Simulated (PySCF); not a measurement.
# Radial density of Kr²⁰⁺ (krypton, charge +20)

UHF, [Ne] 3s2 3p4, high-spin 3P determinant. Calculation: PySCF 2.14, in an uncontracted even-tempered set (17 s from 1.7 bohr⁻², ratio 2.5; 11 p from 2.2 bohr⁻², ratio 2.5; 5 d from 12 bohr⁻², ratio 2.7; 4 f from 18 bohr⁻², ratio 2.7); no relativity, point nucleus.

| r (bohr) | 4πr²ρ (e/bohr) | 4πr²(ρα − ρβ) |
| --- | --- | --- |
| 0.000644 | 0.1613 | 0.0000 |
| 0.00108 | 0.4422 | 0.0000 |
| 0.00182 | 1.186 | 0.0001 |
| 0.00307 | 3.069 | 0.0002 |
| 0.00516 | 7.472 | 0.0008 |
| 0.00867 | 16.43 | 0.0041 |
| 0.0146 | 30.46 | 0.0231 |
| 0.0245 | 42.92 | 0.1239 |
| 0.0413 | 41.46 | 0.5336 |
| 0.0694 | 37.28 | 1.4876 |
| 0.117 | 50.99 | 1.6431 |
| 0.196 | 33.64 | -0.0355 |
| 0.330 | 15.97 | 3.9802 |
| 0.556 | 11.67 | 3.7503 |
| 0.935 | 0.4933 | 0.1538 |
| 1.57 | 0.0007325 | 0.0002 |

Spin-orbit coupling is strong in this species (close to jj coupling), so the high-spin LS determinant is a model state, not a physical level.

Task: Where is the radial spin density 4πr²(ρα − ρβ) most negative, and why is it negative at all?

Result: Around r = 0.196 bohr, down to -0.0355 e/bohr: exchange with the open shell polarises the paired shells in an unrestricted calculation.
